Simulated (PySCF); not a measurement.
## How the method changes the constants of BeS

State: ¹Σ⁺ (singlet), closed shell. Set-up: basis Be ANO-RCC-VDZP, S ANO-RCC-VDZP; spin-free X2C with a Gaussian nucleus; PySCF 2.14. De refers to Be + S in their high-spin ground configurations, without counterpoise correction. A positive dipole means Be(−)S(+).

```json
{"Level": "RHF", "Re (Å)": "1.746", "ωe (cm⁻¹)": "1047", "De (eV)": "1.48", "μ (D)": "-6.21", "CPU s a point (SCF and correlation, without the integrals)": "0.049"}
{"Level": "RHF-MP2", "Re (Å)": "1.787", "ωe (cm⁻¹)": "967", "De (eV)": "3.07", "μ (D)": "n/a", "CPU s a point (SCF and correlation, without the integrals)": "0.069"}
{"Level": "RHF-SCS-MP2", "Re (Å)": "1.785", "ωe (cm⁻¹)": "965", "De (eV)": "2.84", "μ (D)": "n/a", "CPU s a point (SCF and correlation, without the integrals)": "n/a"}
{"Level": "RHF-CCSD", "Re (Å)": "1.779", "ωe (cm⁻¹)": "975", "De (eV)": "2.33", "μ (D)": "n/a", "CPU s a point (SCF and correlation, without the integrals)": "n/a"}
{"Level": "RHF-CCSD(T)", "Re (Å)": "1.792", "ωe (cm⁻¹)": "944", "De (eV)": "2.57", "μ (D)": "n/a", "CPU s a point (SCF and correlation, without the integrals)": "0.51"}
{"Level": "PBE", "Re (Å)": "1.777", "ωe (cm⁻¹)": "961", "De (eV)": "3.58", "μ (D)": "-4.73", "CPU s a point (SCF and correlation, without the integrals)": "0.5"}
{"Level": "PBEsol", "Re (Å)": "1.775", "ωe (cm⁻¹)": "968", "De (eV)": "3.83", "μ (D)": "-4.78", "CPU s a point (SCF and correlation, without the integrals)": "0.39"}
{"Level": "BP86", "Re (Å)": "1.779", "ωe (cm⁻¹)": "957", "De (eV)": "3.53", "μ (D)": "-4.78", "CPU s a point (SCF and correlation, without the integrals)": "0.38"}
{"Level": "r²SCAN", "Re (Å)": "1.765", "ωe (cm⁻¹)": "997", "De (eV)": "3.55", "μ (D)": "-5.21", "CPU s a point (SCF and correlation, without the integrals)": "0.72"}
{"Level": "PBE0", "Re (Å)": "1.760", "ωe (cm⁻¹)": "1003", "De (eV)": "3.31", "μ (D)": "-5.22", "CPU s a point (SCF and correlation, without the integrals)": "1.6"}
{"Level": "M06", "Re (Å)": "1.762", "ωe (cm⁻¹)": "1003", "De (eV)": "3.44", "μ (D)": "-5.19", "CPU s a point (SCF and correlation, without the integrals)": "0.76"}
{"Level": "HSE06", "Re (Å)": "1.761", "ωe (cm⁻¹)": "999", "De (eV)": "3.30", "μ (D)": "-5.20", "CPU s a point (SCF and correlation, without the integrals)": "3.3"}
```

Which functional lies closest to RHF-CCSD(T) in De, which farthest, and by how much do they differ from it?

Closest is HSE06 (-3.1 pm in Re, +5.8 % in ωe, +0.73 eV in De against RHF-CCSD(T) in the same basis), farthest PBEsol (-1.7 pm in Re, +2.5 % in ωe, +1.26 eV in De). CCSD(T) converges more slowly with the basis than the functionals do and binds too weakly in this one, so the order can change at the basis-set limit.

What does a quarter of exact exchange do here, going from PBE to PBE0?

PBE0 less PBE: -1.7 pm in Re, +4.4 % in ωe, -0.27 eV in De. Exact exchange removes part of the self-interaction that spreads semilocal densities, and in most molecules shortens and stiffens the bond and lowers De; so it does here.

What does the step from GGA to meta-GGA do here, going from PBE to r²SCAN?

r²SCAN less PBE: -1.2 pm in Re, +3.7 % in ωe, -0.03 eV in De. 

Correlated steps freeze 5 core orbitals. Correlated levels converge slowly with the basis: in double zeta they bind strong bonds too weakly, by up to about 1 eV, and carry superposition errors of some tenths. Where the molecule has an RHF reference, its open-shell atoms are computed with UHF. The CCSD T1 diagnostic is raised, a sign that a single reference may not be enough here.

The whole job (state search and all levels along the bond) took about 2.7 min on 1 thread of AMD EPYC (shared host), peak memory 0.39 GiB.
